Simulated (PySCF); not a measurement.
# The third ionisation energy along the 4d series

All values are computed (PySCF 2.14, energy differences of UHF-based or UKS calculations, no spin-orbit coupling). Values in eV. The last column holds reference values (NIST; (s) semi-empirical, (t) theoretical, else measured). Unmarked ones compare directly (S terms, centres of terms, or small fine structure); those marked * lie between the lowest fine-structure levels and include a spin-orbit shift.

```tsv
element	configurations	UHF	LDA	PBE	PBE0	MP2 (valence)	MP2 (valence and next inner shell)	reference
Pd (x2c-QZVPPall with one added diffuse shell each of s, p, d, f, g type, spin-free X2C)	[Kr] 4d8 → [Kr] 4d7	31.119	33.601	33.224	33.020	32.801	32.868	32.93 (s) *
Ag (x2c-QZVPPall with one added diffuse shell each of s, p, d, f, g type, spin-free X2C)	[Kr] 4d9 → [Kr] 4d8	32.948	35.609	35.106	34.901	34.906	34.984	34.8 ± 0.3 (s) *
Cd (x2c-QZVPPall with one added diffuse shell each of s, p, d, f, g type, spin-free X2C)	[Kr] 4d10 → [Kr] 4d9	35.885	38.200	37.758	37.621	37.920	37.871	37.468 ± 0.006 *
```

"Valence" correlates the outer s and p shells and, in groups 3 to 12 and the f block, the outer d or f shell, open or full, or the next shell where the ion has no valence electron left; the wider scheme adds the next inner shell.
